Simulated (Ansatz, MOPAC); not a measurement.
System: SnCl, net charge 1, singlet state. SMILES: [Cl][Sn+]

Atoms: Sn1, Cl2. Bonds: Sn1-Cl2.

Bond lengths (Å) and angles (degrees) optimised at PM3 with MOPAC; PM7 with MOPAC; HF/STO-3G with Ansatz (a quantum-chemistry and plane-wave program), each started from the B3LYP-D3(BJ)/def2-TZVP structure (Ansatz) of the last column. A row stands for all coordinates that are equal there.

```json
[
 {"coordinate": "Sn1-Cl2", "PM3": "2.242", "PM7": "2.239", "HF/STO-3G": "2.247", "B3LYP-D3(BJ)/def2-TZVP": "2.280"}
]
```

Mean signed difference of all 1 bond lengths from B3LYP-D3(BJ)/def2-TZVP: PM3 -0.038 Å, PM7 -0.041 Å, HF/STO-3G -0.032 Å.
